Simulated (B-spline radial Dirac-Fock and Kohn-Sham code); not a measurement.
# Ar: input and output of one calculation

ΔSCF core binding energies without Breit or QED terms, calculated with an atomic code on a B-spline grid. Keys: rel is the Hamiltonian (dirac, or spin-free x2c and nr, where L3 and M5 stand for the whole 2p and 3d shells), method is hf or an exchange,correlation pair (spin-unpolarised, also for the hole states), nuc the nuclear model, radius_factor scales its radius, rmax is the box in bohr, h the logarithmic mesh step, order the B-spline order, points the quadrature points per cell, c_factor scales the speed of light, and damp, ndamp, maxit and tol steer the iteration. The run stops when the commutator error falls below 10·tol·max(1, Z/10), or the numerical noise floor, and the energy has settled to about 1e-8 Ha; the virial ratio is −V/T.

Input (task.json):

```json
{"items": [{"Z": 18, "q": 0, "cfg": [[1, 0, 2], [2, 0, 2], [2, 1, 6], [3, 0, 2], [3, 1, 6]], "A": 40, "rrms": 3.4274, "do": "settings", "holes": ["K", "L3", "M5"],
  "settings": [{"rel": "dirac", "method": "hf", "nuc": "fermi", "radius_factor": 100000.0, "rmax": 45.0, "h": 0.3, "order": 8, "points": 10, "c_factor": 1.0, "maxit": 89, "damp": 0.5, "ndamp": 3, "tol": 1e-08}]}]}
```

Command: `python xray2_run.py task.json out`

Ground-state iterations:

```
iter   energy (Ha)        error
   1      -13.32717064  1.30e-01
   2      -15.30189673  3.41e-01
   3      -22.68203900  3.65e-02
   4      -22.78249025  2.12e-02
   5      -22.82722665  3.16e-03
   6      -22.82891945  8.80e-04
   7      -22.82915904  5.85e-04
   8      -22.82927663  2.87e-04
   9      -22.82934107  6.33e-05
  10      -22.82934230  5.86e-06
  11      -22.82934231  1.29e-06
  12      -22.82934231  2.70e-07
  13      -22.82934231  2.33e-08
```

The ground state converged in 13 iterations, with total energy -22.82934 Ha, virial ratio 13.56729 and highest orbital energy -1.90 eV. ΔSCF binding energies: K (1s) 11.76 eV, L3 (2p3/2) 9.20 eV. Holes are computed only in closed shells, and unreliable hole states are left out.

**Question.** One setting is unsound. Which, and why?

**Answer.** radius_factor inflates the nucleus far beyond its size, which weakens the binding of the inner electrons. With the default settings (Dirac Hartree-Fock): The ground state converged in 10 iterations, with total energy -528.68376 Ha, virial ratio 1.99293 and highest orbital energy -16.00 eV. ΔSCF binding energies: K (1s) 3209.2 eV, L3 (2p3/2) 248.3 eV. Holes are computed only in closed shells, and unreliable hole states are left out.
